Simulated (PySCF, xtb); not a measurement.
BrGe, SMILES [Ge][Br] (connectivity only; charge and spin as stated), charge +1, multiplicity 1.

xtb with GFN2-xTB at its own geometry gives an orbital gap of 3.59 eV.

Geometry: B3LYP-D3(BJ)/def2-TZVP. The multiplicity is an assumed one; other spin states were not compared.

### Question
What does ωB97X/def2-TZVPD (PySCF) give? (An estimate is asked for; the answer gives what the named calculation found.)

### Answer
gap 10.27 eV (levels -17.60 and -7.33 eV).
